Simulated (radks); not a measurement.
The chromium ion Cr+ inside a hard spherical wall (all orbitals vanish at R), configuration held at [Ar] 3d5 and not refilled when levels cross. All-electron calculation, scalar-relativistic Kohn-Sham, PBEsol, spin-polarised, spherical densities, finite nucleus; open shells are filled with parallel spins first; Fermi nuclear charge, rms radius 3.6452 fm. Program: a radial shooting solver on a logarithmic mesh with Libxc functionals. Eigenvalues in eV for spin up, with the zero of energy where the potential of the charges vanishes at infinity; a dash marks a level that is unbound or too diffuse for the functional's potential to be trusted. A positive occupied level is held by the wall or, in an anion where self-interaction has pushed it up, behind a barrier. The pressure on the wall is -dE/dV.

R (bohr)  E (hartree)  kinetic (hartree)    e(2p)    e(3s)    e(3p)    e(3d)  e(4s, empty)  e(4p, empty)  pressure (GPa)
free      -1049.38162           1059.895  -566.46  -81.811  -53.430  -10.915       -10.371        -6.188               0
15        -1049.38162           1059.895  -566.46  -81.811  -53.430  -10.915       -10.371        -6.188        < 0.0001
8         -1049.38147           1059.897  -566.44  -81.793  -53.413  -10.899       -10.338        -6.011         0.00884
6         -1049.37827           1059.921  -566.20  -81.574  -53.200  -10.700        -9.922        -5.003           0.330
5         -1049.36643           1059.992  -565.58  -81.040  -52.682  -10.199        -8.831        -3.109            2.15
3         -1049.01073           1061.528  -557.35  -74.759  -46.585   -3.317         9.617        20.573             176
2.5       -1048.38805           1064.182  -548.78  -68.938  -40.676    3.961        31.854        45.793             798
1.5       -1036.05946           1108.109  -472.80  -11.886   20.334   71.680        255.47        270.88           42700
